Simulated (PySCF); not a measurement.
C3H4N2 (SMILES C1=NCN=C1), singlet, geometry from GFN2-xTB; CCSD/cc-pVDZ in PySCF.

PySCF was given this input:
```python
from pyscf import gto, scf, cc

mol = gto.M(
    atom='''
C     0.745367    0.856463   -0.262840
N    -0.511604    1.070377   -0.177436
C    -1.100808   -0.191148    0.156470
N    -0.060620   -1.169740    0.258772
C     1.028215   -0.548492    0.010741
H     1.453631    1.627620   -0.503387
H    -1.826022   -0.485767   -0.606745
H    -1.647332   -0.117358    1.100449
H     1.988646   -1.029892    0.014099
''',
    basis='cc-pvdz',
    charge=0,
    spin=0,
    verbose=4,
    max_memory=1800,
)

mf = scf.RHF(mol)
mf.kernel()

mycc = cc.CCSD(mf, frozen=5)
mycc.kernel()
print('E(CCSD) = %.10f' % mycc.e_tot)
```

What the program printed (banner, timings and long lists left out):

```
PySCF version 2.14.0

[INPUT] verbose = 4
[INPUT] num. atoms = 9
[INPUT] num. electrons = 36
[INPUT] charge = 0
[INPUT] spin (= nelec alpha-beta = 2S) = 0
[INPUT] symmetry False subgroup None
[INPUT] Mole.unit = angstrom
[INPUT] Symbol           X                Y                Z      unit          X                Y                Z       unit  Magmom
[...]
nuclear repulsion = 162.304954379969
number of shells = 37
number of NR pGTOs = 158
number of NR cGTOs = 90
basis = cc-pvdz
ecp = {}

******** <class 'pyscf.scf.hf.RHF'> ********
method = RHF
initial guess = minao
damping factor = 0
level_shift factor = 0
DIIS = <class 'pyscf.scf.diis.CDIIS'>
diis_start_cycle = 1
diis_space = 8
diis_damp = 0
SCF conv_tol = 1e-09
SCF conv_tol_grad = None
SCF max_cycles = 50
direct_scf = True
direct_scf_tol = 1e-13
Set gradient conv threshold to 3.16228e-05
Initial guess from minao.
init E= -226.174310892222
[...]
cycle= 1 E= -224.728208501432  delta_E= 1.45  |g|= 0.509  |ddm|= 2.92
[...]
cycle= 2 E= -224.794563063315  delta_E= -0.0664  |g|= 0.275  |ddm|= 0.593
[...]
cycle= 3 E= -224.811094105767  delta_E= -0.0165  |g|= 0.0743  |ddm|= 0.237
[...]
cycle= 4 E= -224.81315559761  delta_E= -0.00206  |g|= 0.0265  |ddm|= 0.11
[...]
cycle= 5 E= -224.813385664573  delta_E= -0.00023  |g|= 0.00612  |ddm|= 0.035
[...]
cycle= 6 E= -224.813414419293  delta_E= -2.88e-05  |g|= 0.00232  |ddm|= 0.0149
[...]
cycle= 7 E= -224.813417410793  delta_E= -2.99e-06  |g|= 0.000583  |ddm|= 0.00465
[...]
cycle= 8 E= -224.813417572978  delta_E= -1.62e-07  |g|= 0.000175  |ddm|= 0.000976
[...]
cycle= 9 E= -224.813417589447  delta_E= -1.65e-08  |g|= 3.89e-05  |ddm|= 0.000361
[...]
cycle= 10 E= -224.813417590691  delta_E= -1.24e-09  |g|= 9.15e-06  |ddm|= 9.36e-05
[...]
cycle= 11 E= -224.81341759077  delta_E= -8e-11  |g|= 2.46e-06  |ddm|= 2.35e-05
[...]
Extra cycle  E= -224.813417590773  delta_E= -2.96e-12  |g|= 1.12e-06  |ddm|= 4.18e-06
converged SCF energy = -224.813417590773

******** <class 'pyscf.cc.ccsd.CCSD'> ********
CC2 = 0
CCSD nocc = 13, nmo = 85
frozen orbitals 5
max_cycle = 50
direct = 0
conv_tol = 1e-07
conv_tol_normt = 1e-05
diis_space = 6
diis_start_cycle = 0
diis_start_energy_diff = 1e+09
Init t2, MP2 energy = -225.525579620691  E_corr(MP2) -0.7121620299177
Init E_corr(CCSD) = -0.712162029918364
cycle = 1  E_corr(CCSD) = -0.716799705295894  dE = -0.00463767538  norm(t1,t2) = 0.0692033
cycle = 2  E_corr(CCSD) = -0.738452323518834  dE = -0.0216526182  norm(t1,t2) = 0.0253546
cycle = 3  E_corr(CCSD) = -0.739715912239405  dE = -0.00126358872  norm(t1,t2) = 0.0112164
cycle = 4  E_corr(CCSD) = -0.742796470884669  dE = -0.00308055865  norm(t1,t2) = 0.00534264
cycle = 5  E_corr(CCSD) = -0.742980692320472  dE = -0.000184221436  norm(t1,t2) = 0.00123534
cycle = 6  E_corr(CCSD) = -0.74278361020841  dE = 0.000197082112  norm(t1,t2) = 0.000430576
cycle = 7  E_corr(CCSD) = -0.742771776261206  dE = 1.18339472e-05  norm(t1,t2) = 0.00014495
cycle = 8  E_corr(CCSD) = -0.742787633134725  dE = -1.58568735e-05  norm(t1,t2) = 6.287e-05
cycle = 9  E_corr(CCSD) = -0.742782235794143  dE = 5.39734058e-06  norm(t1,t2) = 3.04019e-05
cycle = 10  E_corr(CCSD) = -0.742783792041315  dE = -1.55624717e-06  norm(t1,t2) = 1.03834e-05
cycle = 11  E_corr(CCSD) = -0.742783604106281  dE = 1.87935034e-07  norm(t1,t2) = 3.8122e-06
cycle = 12  E_corr(CCSD) = -0.742783540011632  dE = 6.40946483e-08  norm(t1,t2) = 1.12974e-06
CCSD converged
E(CCSD) = -225.5562011307851  E_corr = -0.7427835400116325
E(CCSD) = -225.5562011308
```
